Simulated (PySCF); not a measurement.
iodine (I2), singlet, geometry from GFN2-xTB (all electrons, no relativity). Base run: PySCF with PBE0/6-311G**.

Here is a job for PySCF.
```python
from pyscf import gto, scf, dft

mol = gto.M(
    atom='''
I    -0.00000000   -0.00000000   -1.33192124
I     0.00000000    0.00000000    1.33192124
''',
    basis='6-311g**',
    verbose=4,
)

mf = dft.RKS(mol)
mf.xc = 'pbe0'
mf.kernel()
```

The base run was repeated with changes; each row names its change, and settings that it needs were set with it.

```
change                                ΔE vs base (mEh)  grid points  electrons on the grid        outcome
------------------------------------  ----------------  -----------  ---------------------  -------------
base                                             0.000        43920              105.99998      converged
grids.level = 7                                 -0.014       179856              106.00000      converged
grids.prune = dft.gen_grid.sg1_prune                 -            -                      -  input refused
grids.atom_grid = (75, 302)                     -0.015        26224              106.00004      converged
grids.prune = off                                0.000        82464              105.99998      converged
small_rho_cutoff = 0                             0.000        43920              105.99998      converged
grids.atom_grid = (150, 974)                    -0.015       142032              106.00000      converged
grids.atom_grid = (30, 110)                     10.878         4848              106.00227      converged
grids.becke_scheme = stratmann                  -0.016        43920              106.00000      converged
grids.atom_grid = (99, 590)                     -0.010        57472              106.00000      converged
grids.atom_grid = (50, 194)                     -0.138        12392              105.99999      converged
```

- grids.prune = dft.gen_grid.sg1_prune: ended with `IndexError: index 53 is out of bounds for axis 0 with size 19`
